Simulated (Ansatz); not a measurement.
CdClH$_{3}$OSi (`[SiH3][O][Cd][Cl]`). The species carries charge 0 and has multiplicity 1. Correlated methods include outer-core shells of Cd, which these sets cover unevenly. Cd takes the def2 core potential.

```xyz
7

Si   -0.3964    0.8460    0.8467
O     0.7873    0.1253   -0.0053
Cd    0.8689   -1.2979   -1.3397
Cl    1.0749   -2.9275   -2.8852
H    -1.1423   -0.1302    1.6955
H     0.2055    1.8788    1.7311
H    -1.3979    1.5055   -0.0431
```

(1) Give the diagnostics of a CCSD(T)/def2-TZVPP run (frozen core, the Gaussian-basis code of Ansatz). (Best estimate.)

Results:

(1) Computed: T1 = 0.0142, largest single amplitude 0.036, largest double 0.025, (T) share of the correlation energy 3.2 %, 11 CCSD cycles. The RHF solution is stable towards an unrestricted one. T1 lies under the customary mark of 0.02 for closed shells.
